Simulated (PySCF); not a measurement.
F₃Ti (SMILES [F][Ti]([F])[F]), doublet, at a GFN2-xTB geometry (such geometries of metal compounds can be far from the true shape) (the multiplicity is a formal guess). Base run: PySCF with PBE0/6-31G.

PySCF was given this input:
```python
from pyscf import gto, scf, dft

mol = gto.Mole()
mol.atom = '''
    Ti   -0.00000000    0.00000000    0.00000000
    F    -1.42869175   -0.90303614    0.09992688
    F    -0.02387975    1.54953530   -0.68190165
    F     1.45257150   -0.64649916    0.58197477
'''
mol.basis = '6-31g'
mol.spin = 1
mol.verbose = 4
mol.build()

mf = dft.UKS(mol)
mf.xc = 'pbe0'
mf.kernel()
mo_i, mo_e, stable_i, stable_e = mf.stability(internal=True, external=False, return_status=True, nroots=6, tol=1e-6)
print('internally stable:', stable_i, ' externally stable:', stable_e)
if not stable_i:
    umf = mf.copy()
    umf.scf_summary = {}
    umf.kernel(umf.make_rdm1(mo_i, mf.mo_occ))
```

The bond that is stretched is that between atoms 4 and 1. A test that says stable can miss a lower solution.

Variants of this job, named by their change:

```json
[
 {"change": "base", "ΔE vs base (mEh)": "0.000", "<S^2>": "0.752", "stability test says": "internally stable (external not tested)", "outcome": "converged"},
 {"change": "bond × 1.25", "ΔE vs base (mEh)": "26.660", "<S^2>": "0.753", "stability test says": "internally stable (external not tested)", "outcome": "converged"},
 {"change": "bond × 1.5", "ΔE vs base (mEh)": "92.214", "<S^2>": "0.759", "stability test says": "internally stable (external not tested)", "outcome": "converged"},
 {"change": "bond × 1.8", "ΔE vs base (mEh)": "157.7", "<S^2>": "0.997", "stability test says": "internal instability", "outcome": "converged"},
 {"change": "bond × 2.2", "ΔE vs base (mEh)": "-", "<S^2>": "-", "stability test says": "-", "outcome": "not converged"},
 {"change": "bond × 3.0", "ΔE vs base (mEh)": "-", "<S^2>": "-", "stability test says": "-", "outcome": "not converged"}
]
```

On stretching, the SCF can end on different states; <S^2> shows the spin contamination of each.
